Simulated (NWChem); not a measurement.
System: CH4N2OSr

NWChem input:

```
start job
memory heap 200 mb stack 900 mb global 1100 mb
geometry units angstroms noautoz
  Sr    -0.012324    -0.596397     0.312831
  O     -0.037381    -2.636129     1.024842
  H     -0.050276    -3.514650     1.405722
  C     -0.009512     2.263473     0.255249
  N     -1.166210     1.620215     0.208106
  N      1.147272     1.619476     0.289542
  H     -0.009645     3.374900     0.269227
  H     -1.954939     2.257105     0.197729
  H      1.935207     2.255894     0.334686
end
basis spherical
  * library def2-svp
end
ecp
  Sr library def2-ecp
end
dft
  xc pbe0
  iterations 150
  vectors input atomic output neutral.movecs
end
task dft energy
charge 1
dft
  odft
  mult 2
  vectors input atomic output cation.movecs
end
task dft energy
```

NWChem printed, in part:

```
             Northwest Computational Chemistry Package (NWChem) 7.3.0
             --------------------------------------------------------

 CS  symmetry detected

                             Geometry "geometry" -> ""
                             -------------------------

 Output coordinates in angstroms (scale by  1.889725989 to convert to a.u.)

  No.       Tag          Charge          X              Y              Z
 ---- ---------------- ---------- -------------- -------------- --------------
    1 Sr                  38.0000    -0.14415724    -0.53824485     0.00000000
    2 O                    8.0000     0.31381319    -2.64972705     0.00000000
    3 H                    1.0000     0.58474896    -3.56821948     0.00000000
    4 C                    6.0000     0.14795276     2.30725188     0.00000000
    5 N                    7.0000     0.06296135     1.66922830    -1.15745747
    6 N                    7.0000     0.06296135     1.66922830     1.15745747
    7 H                    1.0000     0.29757927     3.40864975     0.00000000
    8 H                    1.0000     0.15798304     2.29899137    -1.94627812
    9 H                    1.0000     0.15798304     2.29899137     1.94627812

 Effective nuclear repulsion energy (a.u.)     344.2424541149

      Symmetry information
      --------------------

 Group name             Cs
 Group number              2
 Group order               2
 No. of unique centers     7

                                 NWChem DFT Module
                                 -----------------

 Summary of "ao basis" -> "ao basis" (spherical)
 ------------------------------------------------------------------------------
       Tag                 Description            Shells   Functions and Types
 ---------------- ------------------------------  ------  ---------------------
 Sr                         def2-svp                 9       23   4s3p2d
 O                          def2-svp                 6       14   3s2p1d
 H                          def2-svp                 3        5   2s1p
 C                          def2-svp                 6       14   3s2p1d
 N                          def2-svp                 6       14   3s2p1d

      Symmetry analysis of basis
      --------------------------

        a'         63
        a"         36

            General Information
            -------------------
          SCF calculation type: DFT
          Wavefunction type:  closed shell.
          No. of atoms     :     9
          No. of electrons :    42
           Alpha electrons :    21
            Beta electrons :    21
          Charge           :     0
          Spin multiplicity:     1
          Use of symmetry is: on ; symmetry adaption is: on
          Maximum number of iterations: 150
          AO basis - number of functions:    99
                     number of shells:    45
          Convergence on energy requested:  1.00D-06
          Convergence on density requested:  1.00D-05
          Convergence on gradient requested:  5.00D-04

              XC Information
              --------------
                         PBE0 Method XC Functional
                     Hartree-Fock (Exact) Exchange  0.250
          PerdewBurkeErnzerhof Exchange Functional  0.750
            Perdew 1991 LDA Correlation Functional  1.000 local
           PerdewBurkeErnz. Correlation Functional  1.000 non-local

             Grid Information
             ----------------
          Grid used for XC integration:  medium
          Radial quadrature: Mura-Knowles
          Angular quadrature: Lebedev.
          Tag              B.-S. Rad. Rad. Pts. Rad. Cut. Ang. Pts.
          ---              ---------- --------- --------- ---------
          Sr                  2.00      123          11.0       590
          O                   0.60       49          14.0       434
          H                   0.35       45          15.0       434
          C                   0.70       49          13.0       434
          N                   0.65       49          13.0       434
          Grid pruning is: on
          Number of quadrature shells:   405
          Spatial weights used:  Erf1

      Superposition of Atomic Density Guess
      -------------------------------------

 Sum of atomic energies:        -257.68208640

      Non-variational initial energy
      ------------------------------

 Total energy =    -254.928078
 1-e energy   =    -666.051200
 2-e energy   =     252.826705
 HOMO         =      -0.328608
 LUMO         =      -0.101052

      Symmetry analysis of molecular orbitals - initial
      -------------------------------------------------

  Numbering of irreducible representations:

     1 a'          2 a"

  Orbital symmetries:

     1 a'          2 a'          3 a"          4 a'          5 a'
     6 a'          7 a'          8 a"          9 a'         10 a"
    11 a'         12 a'         13 a'         14 a'         15 a"
    16 a'         17 a"         18 a'         19 a"         20 a'
    21 a"         22 a'         23 a'         24 a"         25 a'
    26 a'         27 a'         28 a"         29 a'         30 a'
    31 a"

   convergence    iter        energy       DeltaE   RMS-Dens  Diis-err
 ---------------- ----- ----------------- --------- --------- ---------
 d= 0,ls=0.0,diis     1   -255.4390694422 -4.14D+02  2.08D-02  1.51D+00
 d= 0,ls=0.0,diis     2   -254.9560073660  4.83D-01  1.37D-02  6.00D+00
 d= 0,ls=0.0,diis     3   -255.6077937847 -6.52D-01  3.12D-03  1.20D-01
 d= 0,ls=0.0,diis     4   -255.6177755685 -9.98D-03  1.08D-03  3.43D-02
 d= 0,ls=0.0,diis     5   -255.6213374671 -3.56D-03  1.81D-04  4.51D-04
  Resetting Diis
 d= 0,ls=0.0,diis     6   -255.6213868267 -4.94D-05  3.39D-05  1.51D-05
 d= 0,ls=0.0,diis     7   -255.6213882659 -1.44D-06  2.65D-05  3.13D-06
 d= 0,ls=0.0,diis     8   -255.6213880446  2.21D-07  1.47D-05  5.16D-06
 d= 0,ls=0.0,diis     9   -255.6213886615 -6.17D-07  1.87D-06  1.18D-07

[...]
```

Level: PBE0/def2-SVP with def2 effective core potentials on Sr, vertical spin-unrestricted ions. Structure relaxed at the PBE0/def2-SVP level. Not confirmed as a minimum by frequencies. def2 effective core potentials on Sr; no spin-orbit coupling.
